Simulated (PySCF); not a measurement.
# Electron correlation in W³⁺ (tungsten, charge +3)

[Xe] 4f14 5d3, high-spin 4F determinant. Computed with PySCF 2.14 in def2-QZVPPD with the def2 core potential (60 electrons) (7s6p4d3f2g, 84 functions), with scalar relativity through the core potential. Frozen: nothing; 11 electrons correlated.

```tsv
level	correlation energy (mhartree)
CCSD	-261.98
(T)	-4.92
CCSD(T)	-266.90
```

Diagnostics: T1 = 0.0033, D1 = 0.0075, largest double amplitude 0.028.

Task: Is a single reference adequate?

Result: Yes, within this model without spin-orbit coupling: T1 lies below 0.03 and no double amplitude reaches 0.07.

The basis has no tight functions for the innermost shells, so their pair energies are far from complete.

This basis was not built for core-valence correlation, so the inner-shell part is incomplete.
